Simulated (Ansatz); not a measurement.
Reaction (ligand exchange at a Ga–F bond): `[F][GaH][F]` + HBr → `[F][GaH][Br]` + H–F

Isolated molecules relaxed with PBE0-D4/def2-TZVP in Ansatz; ΔE leaves out vibrations. CCSD(T)/CBS is the MP2 limit (def2-TZVPP, def2-QZVPP) plus CCSD(T) − MP2 in def2-TZVPP, frozen cores. This one scheme is used for every species. DFT in def2-TZVPP. B3LYP here is the variant with VWN-RPA as its local correlation; programs differ in this. For Br, Ga outer-core shells are correlated without core-valence functions, which leaves a few kJ/mol of doubt a bond. Scalar relativity is left out up to krypton.

CCSD(T)/CBS gives -10.9 kcal/mol.

Q: Another level gave -9.2 kcal/mol. Which?
A. B3LYP-D4/def2-TZVPP
B. BLYP/def2-TZVPP
C. BHLYP-D4/def2-TZVPP
D. BLYP-D4/def2-TZVPP

A: A. B3LYP-D4 -9.2, BHLYP-D4 -10.5, BLYP -6.7, BLYP-D4 -7.8 kcal/mol.

Q: What do rigid-rotor, harmonic-oscillator terms from PBE0-D4/def2-TZVP frequencies (298.15 K, 1 bar) make of the CCSD(T)/CBS value? (Best estimate.)

A: Computed: ΔZPE = +1.4 kcal/mol, ΔH = -9.2 kcal/mol, ΔS = 4 J/(mol·K), ΔG = -9.5 kcal/mol.

Largest T1 diagnostic among the species: 0.015.

Leaving LDA and LC-ωPBE aside and taking each functional with its dispersion term where it has one, the values, not all of them listed here, spread over 3.6 kcal/mol, from HSE06-D4 to BLYP-D4. At CCSD(T), def2-SVP lies +5.3 kcal/mol from the extrapolated value and def2-TZVPP +1.5 kcal/mol. The D4 term adds −1.0 kcal/mol with B3LYP and −0.5 kcal/mol with PBE0; it sums over pairs of atoms, weighted by their polarisabilities, and B3LYP, whose exchange is more repulsive, gets the larger term.
